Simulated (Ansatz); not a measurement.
**Ligand exchange: SiH2(CH3)(NH2) + GaH(CH3)(NH2) → SiH2(NH2)2 + GaH(CH3)2**

Gas-phase species: SiH2(CH3)(NH2), singlet; GaH(CH3)(NH2), singlet; SiH2(NH2)2, singlet; GaH(CH3)2, singlet. The partners trade CH3 for NH2: Si–CH3 and Ga–NH2 bonds give way to Si–NH2 and Ga–CH3.

Shapes, held fixed at every level: PBE0-D4/def2-TZVP. Flexible molecules stand in one conformer, not always the lowest. Programs: Ansatz 0.2.0. Electronic energies: no zero-point or thermal term.

| level | kind | ΔE (kJ/mol) | less CCSD(T)/def2-TZVPP |
| --- | --- | --- | --- |
| HF/def2-SVP | Hartree–Fock | +6.5 | +2.2 |
| HF/def2-TZVPP | Hartree–Fock | -1.5 | -5.8 |
| SPW92/def2-TZVPP | LDA | +7.1 | +2.8 |
| PBE0-D4/def2-TZVPP | global hybrid | +3.5 | -0.8 |
| r2SCAN0-D4/def2-TZVPP | global hybrid | +2.4 | -1.9 |
| B2PLYP/def2-TZVPP | double hybrid | +3.9 | -0.4 |
| MP2/def2-TZVPP | perturbation theory | +3.3 | -1.0 |
| CCSD(T)/def2-TZVPP | coupled cluster or CI | +4.3 | 0.0 |

The highest level, CCSD(T)/def2-TZVPP, gives ΔE = +4.3 kJ/mol; the levels span -1.5 to +7.1. They disagree on the sign: 7 of 8 are positive. The column of differences is taken from that level and isn't an error. No measured value is set beside it here. Relativity is left out for Ga. Outer-core shells of Ga are correlated, in sets that cover them unevenly.
